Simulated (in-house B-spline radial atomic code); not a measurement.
## Binding energies in the vanadium ion V⁶⁺

NIST's tabulated ground configuration is [Ne] 3s2 3p5; each binding energy is the energy of the ion with one electron taken from that subshell, relaxed, less that of the parent. Computed with a radial B-spline atomic code at the basis-set limit: Dirac-Hartree-Fock, average of configuration, Fermi nucleus of rms radius 3.6002 fm. Energies include first-order Breit, QED and recoil terms.

```csv
subshell,X-ray name,binding energy (eV),-ε (eV),relaxation (eV)
1s,K,5596.7,5633.8,29.5
2s,L1,760.9,769.2,7.7
3s,M1,183.6,184.6,0.9
3p,"M2,3",150.6,151.6,0.9
```

Relaxation = -ε minus the binding energy without Breit, QED and recoil terms.

What does it cost to remove both a 3s and a 3p electron?

356.94 eV, which is 22.73 eV more than the two single binding energies together.

What does it cost to remove two 1s electrons?

11529 eV, which is 335.8 eV more than the two single binding energies together.
